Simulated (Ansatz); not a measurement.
`O=C([SeH])O[SiH3]` + `BN[SiH3]` → `[SiH3]NB[SeH]` + `O=CO[SiH3]`  (formal exchange of groups at the Se–C bond)

Calculated with Ansatz (gas phase, PBE0-D4/def2-TZVP geometries, no zero-point term in ΔE). CBS: MP2 limit from def2 TZ/QZ plus the TZ coupled-cluster correction, frozen cores. DFT in def2-TZVPP. For Se outer-core shells are correlated without core-valence functions, which leaves a few kJ/mol of doubt a bond. Scalar relativity is left out up to krypton. Each species was taken in one conformer, which may not be the lowest.

`O=C([SeH])O[SiH3]`:

Z-matrix (Å, degrees):
```
Si
O 1 1.702
H 1 1.478 2 110.0
H 1 1.478 2 110.0 3 123.7
H 1 1.479 2 102.4 3 -118.1
C 2 1.330 1 116.9 3 -61.8
Se 6 1.917 2 113.8 1 180.0
O 6 1.197 2 124.4 1 -0.0
H 7 1.467 6 94.7 2 0.0
```

`BN[SiH3]`:

Cartesian coordinates in Å:
```
B 1.339 0.188 -0.775
N 0.282 0.589 0.048
Si -1.083 -0.382 0.538
H 1.346 -0.928 -1.209
H 2.216 0.963 -1.031
H 0.312 1.538 0.395
H -1.132 -0.498 2.020
H -0.926 -1.718 -0.078
H -2.354 0.248 0.092
```

`[SiH3]NB[SeH]`:

Z-matrix (Å, degrees):
```
Si
N 1 1.744
H 1 1.487 2 110.4
H 1 1.480 2 107.5 3 120.4
H 1 1.487 2 110.4 3 -119.1
B 2 1.401 1 125.8 3 -120.5
H 2 1.011 1 116.7 3 59.4
Se 6 1.946 2 125.1 1 180.0
H 6 1.195 2 120.4 1 -0.0
H 8 1.471 6 97.2 2 -0.1
```

`O=CO[SiH3]`:

```xyz
8

O     0.427   -1.031    1.489
C     1.068   -0.137    1.016
O     0.703    0.562   -0.055
Si   -0.770    0.156   -0.796
H     2.033    0.211    1.411
H    -0.847    1.114   -1.920
H    -0.724   -1.237   -1.293
H    -1.890    0.361    0.148
```

Question: Is it downhill or uphill in electronic energy at CCSD(T)/CBS, and by how much? (Best estimate.)

Answer: The calculation gave: Downhill: ΔE = -91.4 kJ/mol.

Question: What do these levels give: PBE-D4, r2SCAN-D4, CCSD(T)/def2-TZVPP, HF/def2-QZVPP, HF/CBS(def2), CCSD/CBS(def2)? (An estimate is asked.)

Answer: Computed: PBE-D4 -81.4, r2SCAN-D4 -83.6, CCSD(T)/def2-TZVPP -89.7, HF/def2-QZVPP -94.2, HF/CBS(def2) -94.1, CCSD/CBS(def2) -93.5 kJ/mol.

Largest T1 diagnostic among the species: 0.016.

From PBE to PBE0 (25 % exact exchange), in def2-TZVPP and without D4, ΔE moves by −6.0 kJ/mol. In def2-TZVPP, CCSD(T) changes the Hartree–Fock value by +5.1 kJ/mol (the triples alone add +2.2 kJ/mol) and MP2 by +4.5 kJ/mol.
